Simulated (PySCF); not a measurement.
## Working out the ionisation energy of S⁺

S⁺ [Ne] 3s2 3p3 (4S) → S²⁺ [Ne] 3s2 3p2 (3P). All numbers are calculated (PySCF 2.14, scalar relativity by spin-free X2C-1e, in Sapporo-DZP-2012 (5s4p2d, 27 functions)). Frozen: [Ne]. Energies in hartree (1 hartree = 27.21139 eV):

| part | S⁺ (lower) | S²⁺ (upper) |
| --- | --- | --- |
| UHF | -398.094573 | -397.257879 |
| CCSD correlation | -0.091140 | -0.076080 |
| (T) | -0.001078 | -0.000903 |

Question: What does Hartree-Fock give?

Answer: (-397.257879) − (-398.094573) = 0.836694 hartree = 22.768 eV.

Question: What do CCSD and CCSD(T) give?

Answer: The CCSD correlation energies differ by 0.015060 hartree = 0.410 eV and the triples by 0.000175 hartree = 0.005 eV, so CCSD gives 23.178 eV and CCSD(T) 23.183 eV.

Reference: 23.338 eV (measured; NIST Atomic Spectra Database, ionization energies), between the lowest levels; spin-orbit coupling is absent from the calculation.

A double-zeta basis recovers only part of the correlation energy.

What remains against the reference includes basis incompleteness, the frozen core and higher excitations.
